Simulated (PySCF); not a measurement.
BrH2NSi, SMILES N[Si]Br (connectivity only; charge and spin as stated), neutral, multiplicity 1.

Geometry optimised at PBE0-D3(BJ)/def2-TZVP. One conformer was computed; it need not be the lowest.

All values below come from TDDFT-PBE0/def2-SVPD run with PySCF 2.14.0.

Vertical excitations. Gas-phase values at a fixed geometry. State labels are in the subgroup Cs.

Question: List the lowest excited states. (The exact figures need the calculation; the answer reports its results.)

Answer: 
```tsv
state	symmetry	energy (eV)	λ (nm)	f	main pairs
S1	A"	4.34	286	0.034	HOMO→LUMO 99 %
S2	A"	5.40	230	0.008	HOMO−2→LUMO 99 %
S3	A'	5.44	228	0.008	HOMO−1→LUMO 85 %, HOMO→LUMO+1 13 %
S4	A'	6.18	201	0.387	HOMO→LUMO+1 80 %
S5	A'	6.49	191	0.023	HOMO→LUMO+2 65 %, HOMO−3→LUMO 32 %
S6	A"	6.66	186	0.014	HOMO−1→LUMO+1 97 %
S7	A'	6.94	179	0.186	HOMO−3→LUMO 63 %, HOMO→LUMO+2 32 %
S8	A'	7.01	177	0.082	HOMO−2→LUMO+1 89 %
S9	A'	7.31	170	0.049	HOMO→LUMO+3 87 %
S10	A"	7.42	167	0.000	HOMO−1→LUMO+2 88 %
T1	A"	2.76	449	0	HOMO→LUMO 96 %
T2	A'	4.52	274	0	HOMO→LUMO+1 88 %
T3	A'	4.58	271	0	HOMO−1→LUMO 83 %
T4	A"	5.18	239	0	HOMO−2→LUMO 97 %
```
Triplets are in the Tamm–Dancoff approximation, which puts them higher than full response would, so one can lie above its singlet here.
